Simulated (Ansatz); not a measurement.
Ba₂S₂⁻ (the lowest doublet isomer of a short search), 4 atoms. Hardware: 2 threads of Intel Xeon Platinum 8259CL on a shared host.

In the def2 sets Ba takes a core potential; there is no spin–orbit coupling. Correlated methods freeze 10 core orbitals; core or outer-core shells of Ba are correlated, in sets that lack core-valence functions.

How many basis functions does each of these Ansatz runs have, and roughly what does it cost? LC-ωPBE (ω = 0.30 bohr⁻¹)/def2-TZVPD, charge 0 singlet at the geometry of the charge -1 doublet, energy, from earlier orbitals; B2PLYP/def2-TZVPD, charge -1 doublet, energy, from earlier orbitals; PBE0-D4/def2-SVP, charge -1 doublet, energy with a search over starts; PBE0-D4/def2-SVP, charge -1 quartet, energy with a search over starts; RPA@PBE/def2-TZVPD, charge -1 doublet, energy, from earlier orbitals; PBE0-D4/def2-SVP, charge 0 singlet at the geometry of the charge -1 doublet, energy with a search over starts; r2SCANh-D4/def2-TZVPD, charge -1 quartet, energy, from earlier orbitals; CCSD(T)/def2-SVPD, charge -1 doublet, energy, from earlier orbitals; LC-ωPBE/def2-TZVPD, charge -1 doublet, energy, from earlier orbitals; PBE-D4/def2-SVPD, charge -1 doublet, energy, from earlier orbitals; ωB97M-V/def2-TZVPD, charge -1 quartet, energy, from earlier orbitals; PBE0-D4/def2-SVPD, charge -1 doublet, energy, from earlier orbitals.

Other jobs shared the machine, so times can vary by a factor of up to 3. A dash marks memory too small to be measured apart from the calling script's.

```tsv
run	functions	fitting or Cholesky vectors	wall time	peak host memory (GiB)
PBE0-D4/def2-SVP, charge 0 singlet at the geometry of the charge -1 doublet, energy with a search over starts	96	948	3.2 s	–
LC-ωPBE (ω = 0.30 bohr⁻¹)/def2-TZVPD, charge 0 singlet at the geometry of the charge -1 doublet, energy, from earlier orbitals	172	1160	4.7 s	–
PBE-D4/def2-SVPD, charge -1 doublet, energy, from earlier orbitals	120	1108	8.5 s	–
PBE0-D4/def2-SVPD, charge -1 doublet, energy, from earlier orbitals	120	1118	10 s	–
RPA@PBE/def2-TZVPD, charge -1 doublet, energy, from earlier orbitals	172	1036	14 s	–
PBE0-D4/def2-SVP, charge -1 quartet, energy with a search over starts	96	733	18 s	–
PBE0-D4/def2-SVP, charge -1 doublet, energy with a search over starts	96	730	19 s	–
r2SCANh-D4/def2-TZVPD, charge -1 quartet, energy, from earlier orbitals	172	1160	19 s	0.71
B2PLYP/def2-TZVPD, charge -1 doublet, energy, from earlier orbitals	172	1036	21 s	0.56
LC-ωPBE/def2-TZVPD, charge -1 doublet, energy, from earlier orbitals	172	1160	22 s	–
ωB97M-V/def2-TZVPD, charge -1 quartet, energy, from earlier orbitals	172	1166	48 s	1.1
CCSD(T)/def2-SVPD, charge -1 doublet, energy, from earlier orbitals	120	930	78 s	1.5
```
